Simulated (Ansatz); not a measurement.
Cost and result up the ladder for Al11 (11 atoms). The state is a doublet with charge 0. Geometry: PBE-D4/def2-SVP.

```xyz
11

Al    1.069   -0.202   -1.740
Al   -0.624   -2.037   -1.444
Al    0.917    2.192   -0.995
Al   -0.804   -2.678    1.188
Al    1.629   -2.019    0.286
Al   -0.164   -0.036    0.909
Al   -1.584    0.707   -1.207
Al    1.013    2.291    1.715
Al    2.517    0.413    0.547
Al   -1.301    2.554    0.571
Al   -2.667   -1.185    0.170
```

Ansatz on 6 threads of Intel Xeon on a shared host. Times are rough, and most runs start from the orbitals of an earlier one. No level here is sound enough to serve as a yardstick. Binding counts from free atoms at the same level (Al doublet; other spins of the atoms weren't run), without zero-point energy or a counterpoise term.

Another isomer (doublet) lies 0.16 eV lower at PBE0-D4/def2-TZVP; other spin states weren't run for this one.

Run but left out: HF/STO-3G, HF/def2-TZVP, MP2/def2-SVP (⟨S²⟩ 3.05 to 3.34, where a pure state has 0.75).

```tsv
level	functions	wall time	binding energy per atom (eV)	remarks
PBE-D4/def2-SVP	198	8 s	2.52	–
PBE0-D4/def2-SVP	198	19 s	2.42	–
PBE-D4/def2-TZVP (with forces)	407	31 s	2.51	–
PBE0-D4/def2-TZVP	407	99 s	2.42	spin-contaminated (⟨S²⟩ 0.83)
r2SCAN-D4/def2-TZVP	407	2.1 min	2.51	spin-contaminated (⟨S²⟩ 0.89)
```
